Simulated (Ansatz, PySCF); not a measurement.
C₃H₉FSi₂, SMILES F[SiH2]C1([SiH3])CC1. Atoms are numbered in the order given.

```xyz
15

F      2.1649     0.4668     0.8330
Si     0.9927    -0.6688     0.8734
C     -0.3746    -0.2001    -0.2764
Si    -1.1028     1.5114    -0.0938
C     -1.3131    -1.3427    -0.6471
C     -0.3663    -0.8090    -1.6695
H      0.5163    -0.7432     2.2812
H      1.5825    -1.9687     0.4446
H     -2.3202     1.6002    -0.9569
H     -1.4885     1.7652     1.3262
H     -0.1281     2.5564    -0.5182
H     -2.3797    -1.1176    -0.7521
H     -1.1121    -2.3364    -0.2290
H     -0.7772    -0.2117    -2.4908
H      0.4886    -1.4301    -1.9583
```
Charge 0, spin multiplicity 1.

Geometry optimised at ωB97X-D3(BJ)/def2-SVP. This is a generated structure with no PubChem entry under its InChIKey; it may be hypothetical. The values are those of a single conformer.

Vertical ionisation energy (IE) and electron affinity (EA) in eV. Rows of orbital energies are one-electron estimates. Where ΔSCF, EOM or ADC give a negative EA the extra electron is unbound and the value depends on the basis.

```json
[
 {"level": "−ε(HOMO), −ε(LUMO), B3LYP/def2-TZVP (PySCF)", "IE": "8.32", "EA": "0.10"},
 {"level": "−ε(HOMO), −ε(LUMO), PBE/def2-TZVP (PySCF)", "IE": "7.25", "EA": "0.76"},
 {"level": "ΔSCF, CAM-B3LYP/def2-SVPD (Ansatz), final states of multiplicity 2 and 2", "IE": "10.55", "EA": "-1.55"},
 {"level": "ΔSCF, PBE/def2-SVPD (Ansatz), final states of multiplicity 2 and 2", "IE": "10.01", "EA": "-1.19"}
]
```

What vertical singlet–triplet gap does ΔSCF give with CAM-B3LYP/def2-SVPD (Ansatz, an electronic-structure program) and with PBE/def2-SVPD (Ansatz)? (The exact figures need the calculation; the answer reports its results.)

7.36 and 6.51 eV (triplet above singlet where positive).
